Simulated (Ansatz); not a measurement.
Relaxation of BF₃H₃N (8 atoms, charge 0, multiplicity 1), to a largest force component of 0.03 eV/Å in at most 50 steps.

All numbers below come from RKS B3LYP-D4/def2-SVP in Ansatz.

```xyz
8
Properties=species:S:1:pos:R:3
B -0.624 0.461 -0.413
F 1.412 -1.142 -1.210
F -1.541 -0.302 -0.985
F -0.141 1.507 -1.063
H 1.347 -1.033 -0.305
N -0.167 0.167 0.962
H -0.660 -0.507 1.534
H 0.374 0.848 1.480
```

Task: Where does it end, and by what steps?

Result: It converged. After 6 steps the energy has fallen by 0.165 eV; H5 moved furthest, 0.30 Å.

```
step  energy less start (eV)  largest force component (eV/Å)  accepted
   0                  0.0000                           2.189       yes
   1                 -0.1286                           0.843       yes
   2                 -0.1416                           0.644       yes
   3                 -0.1589                           0.232       yes
   4                 -0.1606                           0.239       yes
   5                 -0.1654                           0.031       yes
   6                 -0.1655                           0.004       yes
```

```xyz
8
Properties=species:S:1:pos:R:3
B -0.652 0.483 -0.420
F 1.516 -1.204 -0.969
F -1.616 -0.239 -0.968
F -0.228 1.571 -1.043
H 1.133 -0.877 -0.173
N -0.080 0.096 0.822
H -0.553 -0.589 1.403
H 0.481 0.759 1.347
```

Whether the end is a true minimum wasn't checked by a vibrational analysis.

The run took 13 s on 2 threads of Arm Neoverse V1, on a shared host, peak memory 0.16 GiB.
